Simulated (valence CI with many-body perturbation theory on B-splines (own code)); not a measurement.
**Energy levels of Ti⁺**

Level of theory: relativistic CI+MBPT: three valence electrons over a frozen Dirac-Fock core [Ar], a basis of 7 s, 7 p, 8 d, 6 f, 4 g, 1 h functions for each j, with the one-electron correlation potential Σ1, the two-electron term Σ2, the three-electron term Σ3, Breit, model QED; selected CI, second order for the rest, scaled by the run's own slope (own B-spline code, finite nucleus).

Set against measurement, 52 paired levels are off by 450 cm⁻¹ on average, the worst by 1295. These come from a selection out of the NIST Handbook of Basic Atomic Spectroscopic Data. Levels without a partner in it may be off by more, other configurations by 1,000 to 4,000 cm⁻¹.

Levels 136 to 180 of 212, with energies above the lowest level, 3d2 4s 4F_3/2. "Leading %" is the weight of the configuration and term that name the level; weights of strongly mixed levels are sums over their largest components and can fall short. In the jj column 3d3/2^4 stands for four electrons in 3d with j = 3/2. Lifetimes count E1, E2, E3, M1 and M2 decay at the calculated energies, and are blank where another channel may lead or the interval is too uncertain; long ones can be off by a factor of two.

| No. | Configuration | Term | J | E (cm⁻¹) | Leading % | Leading jj | Second component | Lifetime |
| --- | --- | --- | --- | --- | --- | --- | --- | --- |
| 136 | 3d 4s 4p | 2D° | 5/2 | 68986 | 48 | 3d5/2 4s 4p3/2 (30 %) | 42 % 3d2 5p 2D° | 1.22 ns |
| 137 | 3d2 5p | 2F° | 5/2 | 70028 | 54 | 3d3/2 4s 4p3/2 (24 %) | 36 % 3d 4s 4p 2F° | 1.81 ns |
| 138 | 3d2 5p | 2F° | 7/2 | 70311 | 55 | 3d5/2 4s 4p3/2 (22 %) | 35 % 3d 4s 4p 2F° | 1.85 ns |
| 139 | 3d2 5s | 2D | 5/2 | 70652 | 95 | 3d5/2^2 5s (39 %) |  | 3.18 ns |
| 140 | 3d2 5s | 2D | 3/2 | 70655 | 96 | 3d5/2^2 5s (41 %) |  | 3.18 ns |
| 141 | 3d2 5p | 4G° | 5/2 | 70702 | 95 | 3d3/2^2 5p1/2 (43 %) |  | 20.6 ns |
| 142 | 3d2 5p | 4G° | 7/2 | 70824 | 95 | 3d3/2 3d5/2 5p1/2 (43 %) |  | 22.1 ns |
| 143 | 3d2 5p | 4F° | 3/2 | 70975 | 96 | 3d3/2^2 5p3/2 (31 %) |  | 14.5 ns |
| 144 | 3d2 5p | 4G° | 9/2 | 70983 | 96 | 3d3/2 3d5/2 5p3/2 (72 %) |  | 24.0 ns |
| 145 | 3d2 5p | 4F° | 5/2 | 71074 | 95 | 3d3/2 3d5/2 5p1/2 (36 %) |  | 14.0 ns |
| 146 | 3d2 5p | 4G° | 11/2 | 71180 | 96 | 3d5/2^2 5p3/2 (76 %) |  | 24.1 ns |
| 147 | 3d2 5p | 4F° | 7/2 | 71208 | 95 | 3d3/2 3d5/2 5p3/2 (51 %) |  | 13.7 ns |
| 148 | 3d2 5p | 4F° | 9/2 | 71372 | 95 | 3d5/2^2 5p3/2 (47 %) |  | 14.7 ns |
| 149 | 3d2 5p | 4D° | 1/2 | 71537 | 96 | 3d3/2^2 5p3/2 (66 %) |  | 12.7 ns |
| 150 | 3d2 5p | 4D° | 3/2 | 71605 | 95 | 3d3/2 3d5/2 5p3/2 (52 %) |  | 12.4 ns |
| 151 | 3d2 5p | 4D° | 5/2 | 71720 | 95 | 3d3/2 3d5/2 5p3/2 (45 %) |  | 12.3 ns |
| 152 | 3d2 5p | 4D° | 7/2 | 71877 | 95 | 3d5/2^2 5p1/2 (42 %) |  | 12.6 ns |
| 153 | 3d2 5p | 2G° | 7/2 | 72123 | 95 | 3d3/2 3d5/2 5p3/2 (39 %) |  | 11.5 ns |
| 154 | 3d2 5p | 2G° | 9/2 | 72371 | 95 | 3d5/2^2 5p1/2 (31 %) |  | 11.7 ns |
| 155 | 3d2 5s | 4P | 1/2 | 72462 | 96 | 3d3/2^2 5s (41 %) |  | 3.11 ns |
| 156 | 3d2 5s | 4P | 3/2 | 72523 | 96 | 3d3/2 3d5/2 5s (89 %) |  | 3.11 ns |
| 157 | 3d2 5s | 4P | 5/2 | 72625 | 95 | 3d5/2^2 5s (51 %) |  | 3.11 ns |
| 158 | 3d 4s 4p | 2F° | 5/2 | 73114 | 46 | 3d3/2 4s 4p3/2 (29 %) | 41 % 3d2 5p 2F° | 1.39 ns |
| 159 | 3d2 4d | 2S | 1/2 | 73180 | 94 | 3d5/2^2 4d5/2 (23 %) |  | 2.31 ns |
| 160 | 3d2 5s | 2P | 1/2 | 73333 | 95 | 3d3/2 3d5/2 5s (66 %) |  | 3.33 ns |
| 161 | 3d 4s 4p | 2F° | 7/2 | 73397 | 47 | 3d5/2 4s 4p3/2 (31 %) | 40 % 3d2 5p 2F° | 1.38 ns |
| 162 | 3d2 5s | 2P | 3/2 | 73450 | 95 | 3d3/2 3d5/2 5s (51 %) |  | 3.34 ns |
| 163 | 3d 4s 4p | 2P° | 1/2 | 73640 | 69 | 3d3/2 4s 4p3/2 (47 %) | 7 % 3d2 4p 2P° | 838 ps |
| 164 | 3d2 5p | 2D° | 3/2 | 73894 | 41 | 3d3/2 4s 4p3/2 (24 %) | 25 % 3d 4s 4p 2D° | 1.30 ns |
| 165 | 3d2 4d | 2F | 5/2 | 73924 | 94 | 3d3/2 3d5/2 4d3/2 (26 %) |  | 2.33 ns |
| 166 | 3d 4s 4p | 2P° | 3/2 | 73984 | 54 | 3d5/2 4s 4p3/2 (39 %) | 10 % 3d2 5p 2D° | 925 ps |
| 167 | 3d2 4d | 2F | 7/2 | 74011 | 93 | 3d5/2^2 4d5/2 (45 %) |  | 2.34 ns |
| 168 | 3d2 4d | 2P | 3/2 | 74096 | 93 | 3d3/2 3d5/2 4d5/2 (39 %) |  | 2.54 ns |
| 169 | 3d2 5p | 2D° | 5/2 | 74182 | 54 | 3d5/2^2 5p3/2 (34 %) | 32 % 3d 4s 4p 2D° | 1.52 ns |
| 170 | 3d2 4d | 2P | 1/2 | 74316 | 92 | 3d5/2^2 4d5/2 (52 %) |  | 2.54 ns |
| 171 | 3d2 4d | 2G | 7/2 | 74714 | 93 | 3d5/2^2 4d3/2 (36 %) |  | 2.34 ns |
| 172 | 3d2 4d | 2G | 9/2 | 74714 | 92 | 3d5/2^2 4d5/2 (33 %) |  | 2.36 ns |
| 173 | 3d2 4d | 2D | 3/2 | 75651 | 87 | 3d3/2^2 4d3/2 (33 %) | 4 % 3d2 5d 2D | 2.60 ns |
| 174 | 3d2 4d | 2D | 5/2 | 75809 | 86 | 3d5/2^2 4d5/2 (34 %) | 4 % 3d2 4d 4D | 2.61 ns |
| 175 | 3d2 5s | 2G | 7/2 | 76098 | 96 | 3d3/2 3d5/2 5s (76 %) |  | 3.12 ns |
| 176 | 3d2 5s | 2G | 9/2 | 76099 | 96 | 3d3/2 3d5/2 5s (76 %) |  | 3.12 ns |
| 177 | 3d2 4d | 4F | 3/2 | 76196 | 71 | 3d3/2^2 4d3/2 (36 %) | 23 % 3d2 4d 4D | 2.26 ns |
| 178 | 3d2 4d | 4F | 5/2 | 76222 | 63 | 3d3/2 3d5/2 4d3/2 (42 %) | 30 % 3d2 4d 4D | 2.29 ns |
| 179 | 3d2 4d | 4D | 1/2 | 76236 | 94 | 3d3/2 3d5/2 4d3/2 (76 %) |  | 2.45 ns |
| 180 | 3d2 4d | 4D | 7/2 | 76269 | 49 | 3d3/2 3d5/2 4d5/2 (81 %) | 44 % 3d2 4d 4F | 2.34 ns |

Names give the largest LS component (configuration and term), which can be under half, so a name can repeat, a term be missing and a line seem to break the LS rules; names also repeat where a configuration has a term twice.

Where two levels of one J and parity lie close, their mixing, g and order are uncertain.
